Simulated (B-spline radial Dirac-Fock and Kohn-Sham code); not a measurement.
**Electron momentum distribution of Au⁺: Compton profiles**

System: Au⁺, [Xe] 4f14 5d10, inside a Watson sphere of charge -1 and radius 2.4 Å (a model of the Madelung potential; inside it an electron's potential energy is raised by 6.0 eV).

Calculated with a B-spline atomic structure program, using the impulse approximation on configuration-average Dirac-Fock orbitals. pz is in atomic units of momentum; subshell profiles are per electron, for a selection of subshells; open shells are spread over both j values by their weights.

```
 pz   J total   J 1s1/2   J 3d5/2   J 4p3/2   J 5d5/2
  0     8.537   0.00929    0.0304     0.102     0.280
0.2     8.516   0.00929    0.0304     0.102     0.280
0.3     8.487   0.00929    0.0304     0.102     0.280
0.4     8.442   0.00929    0.0304     0.101     0.280
0.5     8.375   0.00929    0.0304     0.101     0.278
0.6     8.280   0.00929    0.0304     0.101     0.275
0.8     7.983   0.00929    0.0304     0.101     0.261
  1     7.543   0.00929    0.0304     0.101     0.238
1.2     6.998   0.00929    0.0304     0.100     0.207
1.4     6.405   0.00929    0.0304    0.0996     0.173
1.6     5.820   0.00928    0.0304    0.0984     0.140
1.8     5.282   0.00928    0.0304    0.0969     0.110
  2     4.812   0.00928    0.0304    0.0948    0.0845
2.5     3.952   0.00927    0.0304    0.0878    0.0402
  3     3.441   0.00926    0.0304    0.0781    0.0177
  4     2.851   0.00923    0.0304    0.0545   0.00453
  5     2.364   0.00920    0.0302    0.0325   0.00356
  7     1.527   0.00911    0.0292   0.00992   0.00254
 10    0.8563   0.00893    0.0255   0.00653  0.000561
 15    0.4234   0.00850    0.0156   0.00302  0.000197
 20    0.2361   0.00795   0.00758  0.000686  0.000151
 30   0.09090   0.00662   0.00142  0.000399  3.51e-05
 40   0.04235   0.00525  0.000273  0.000235  6.89e-06
 60   0.01348   0.00302  1.60e-05  4.47e-05    < 1e-6
100  0.002820  0.000922    < 1e-6  2.40e-06    < 1e-6
```

J(0) = 8.537. The 5d5/2 subshell gives the largest part, 20 %.

Mean momentum ⟨p⟩ by subshell (a.u.): 1s1/2 85.2, 2s1/2 30.4, 2p1/2 40.0, 2p3/2 34.6, 3s1/2 15.3, 3p1/2 18.3, 3p3/2 16.7, 3d3/2 20.0, 3d5/2 19.5, 4s1/2 7.93, 4p1/2 8.91, 4p3/2 8.22, 4d3/2 9.11, 4d5/2 8.88, 4f5/2 9.15, 4f7/2 9.04, 5s1/2 3.31, 5p1/2 3.49, 5p3/2 3.16, 5d3/2 2.69, 5d5/2 2.56.
